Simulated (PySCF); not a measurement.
A GIAO shielding run with PySCF 2.14 (density fitting, non-relativistic, gas phase) on SMILES C(#CC)[C@@]1(F)C[SiH2]SC1, C$_{6}$H$_{9}$FSSi:

```
$ OMP_NUM_THREADS=1 python probes_run.py task.json out

{"job": {"kind": "nmr", "xc": "PBE0", "basis": "pcSseg-1"}, "charge": 0, "multiplicity": 1}
C     -3.198343    -0.828400    -0.091120
C     -1.922363    -0.156161    -0.046154
C     -0.852394     0.383592    -0.012413
C      0.435170     1.055578     0.034376
F      0.227981     2.416023     0.297300
C      1.320609     0.462120     1.125868
Si     1.932005    -1.205513     0.456669
S      1.708614    -0.736288    -1.627235
C      1.144330     0.968820    -1.318256
H     -3.999019    -0.108694     0.075230
H     -3.336491    -1.295121    -1.065714
H     -3.243609    -1.595057     0.681785
H      0.758784     0.376788     2.054421
H      2.150745     1.147969     1.305623
H      1.046428    -2.311443     0.792655
H      3.332295    -1.446095     0.778821
H      0.475270     1.247128    -2.131357
H      2.011228     1.631072    -1.322157
```

Hardware: 1 thread of an Arm Neoverse N1, shared host. The job also computes population analyses, field gradients, ring-centre shieldings.

(1) How large is the calculation?

(2) How long does it take, and how much memory does it need?

Answers

(1) 84 electrons, 212 basis functions and 1143 auxiliary functions.

(2) 86 s of wall time, with 14 SCF cycles and 5 response iterations; peak memory 0.95 GiB. Times on a shared host scatter by some tens of per cent.
